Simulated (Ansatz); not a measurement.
`C[O][Al]([CH3])[OH]`. Total charge 0; spin multiplicity 1.

```xyz
12

C     0.340   -0.597   -1.963
O     0.012    0.514   -1.186
Al   -0.221    0.776    0.468
C    -0.050   -0.629    1.793
O    -0.622    2.349    0.954
H     1.269   -0.413   -2.516
H     0.481   -1.508   -1.366
H    -0.450   -0.796   -2.696
H     0.946   -1.080    1.769
H    -0.222   -0.246    2.801
H    -0.767   -1.435    1.613
H    -0.716    3.066    0.329
```

Question: What are the harmonic wavenumbers in cm⁻¹ at PBE0-D4/def2-TZVP (Ansatz, finite differences of forces, unscaled)? (An estimate is asked.)

Answer: Ansatz gave: 27, 84, 93, 105, 192, 234, 249, 382, 571, 635, 669, 679, 777, 891, 1178, 1191, 1221, 1234, 1444, 1446, 1487, 1494, 1503, 2996, 3046, 3057, 3072, 3120, 3140, 3958.

Question: Is this a minimum?

Answer: Yes, all 30 modes are real.

Question: Give the ideal-gas thermochemistry at 298.15 K and 1 bar (rigid rotor, harmonic oscillator; point group Cs, symmetry number 1).

Answer: Zero-point energy 240.3 kJ/mol; H(298) − E = 265.5 kJ/mol; entropy 385.2 J/(mol·K), of which translation 165.0, rotation 112.4, vibration 107.8; G(298) − E = 150.7 kJ/mol. Modes under 100 cm⁻¹ are hindered rotations or soft bends, so the harmonic entropy is rough.

Question: And at 400, 500, 600, 800 and 1000 K?

Answer: 
```json
{"T (K)": "400", "H − E (kJ/mol)": "278.9", "S (J/mol/K)": "423.6", "G − E (kJ/mol)": "109.4"}
{"T (K)": "500", "H − E (kJ/mol)": "293.9", "S (J/mol/K)": "457.1", "G − E (kJ/mol)": "65.4"}
{"T (K)": "600", "H − E (kJ/mol)": "310.5", "S (J/mol/K)": "487.4", "G − E (kJ/mol)": "18.1"}
{"T (K)": "800", "H − E (kJ/mol)": "347.5", "S (J/mol/K)": "540.4", "G − E (kJ/mol)": "-84.8"}
{"T (K)": "1000", "H − E (kJ/mol)": "388.5", "S (J/mol/K)": "586.1", "G − E (kJ/mol)": "-197.6"}
```
